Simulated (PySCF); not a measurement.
A PySCF run on OsF

State: ⁶Δ (sextet), unpaired electrons σ ↑↑, π ↑↑, δ ↑, a second solution, started from another occupation.

An equivalent input (the run itself took its basis sets from the Basis Set Exchange, started from a PBE0 density and held the occupation σ 7α 5β, πx 3α 2β, πy 3α 2β, δx 1α 0β, δy 1α 1β):

```python
from pyscf import gto, dft
mol = gto.M(atom='Os 0 0 0; F 0 0 1.816', basis={'Os': 'def2-TZVPP', 'F': 'def2-TZVPP'}, ecp={'Os': 'def2-TZVPP'},
            charge=0, spin=5, verbose=4, symmetry='C2v')
mf = dft.UKS(mol, xc='PBE0')
mf.grids.atom_grid = (80, 434)
mf.grids.prune = dft.gen_grid.treutler_prune
mf.irrep_nelec = {'A1': (8, 5), 'A2': (1, 1), 'B1': (3, 2), 'B2': (3, 2)}
mf.conv_tol = 1e-9
mf.max_cycle = 60
mf.diis_space = 10
mf.kernel()
```

The log (some set-up lines and the per-cycle HOMO/LUMO lines removed):

```
******** <class 'pyscf.dft.uks_symm.SymAdaptedUKS'> ********
method = SymAdaptedUKS
damping factor = 0
level_shift factor = 0
DIIS = <class 'pyscf.scf.diis.CDIIS'>
diis_start_cycle = 1
diis_space = 10
diis_damp = 0
SCF conv_tol = 1e-09
SCF conv_tol_grad = None
SCF max_cycles = 60
number electrons alpha = 15  beta = 10
Set gradient conv threshold to 3.16228e-05
init E= -190.372529460506
cycle= 1 E= -190.363331447339  delta_E= 0.0092  |g|= 0.0114  |ddm|= 0.0335
cycle= 2 E= -190.363218861624  delta_E= 0.000113  |g|= 0.0227  |ddm|= 0.0201
cycle= 3 E= -190.363387008216  delta_E= -0.000168  |g|= 0.00173  |ddm|= 0.0111
cycle= 4 E= -190.363387977521  delta_E= -9.69e-07  |g|= 0.000552  |ddm|= 0.00136
cycle= 5 E= -190.363388095025  delta_E= -1.18e-07  |g|= 0.000123  |ddm|= 0.000459
cycle= 6 E= -190.363388103698  delta_E= -8.67e-09  |g|= 4.88e-05  |ddm|= 0.000204
cycle= 7 E= -190.363388104752  delta_E= -1.05e-09  |g|= 9.56e-06  |ddm|= 5.66e-05
cycle= 8 E= -190.363388104821  delta_E= -6.93e-11  |g|= 2.26e-06  |ddm|= 1.64e-05
Extra cycle  E= -190.363388104819  delta_E= 2.02e-12  |g|= 3.43e-06  |ddm|= 3.07e-06
converged SCF energy = -190.363388104819  <S^2> = 8.7529001  2S+1 = 6.0009666
```

Repeating this along the bond gives Re = 1.945 Å and ωe = 570 cm⁻¹.

A point of this curve took 1.6 CPU seconds beside 0.48 for the integrals, on Intel Xeon Platinum 8375C @ 2.90GHz (shared host).

Spin–orbit coupling is left out.
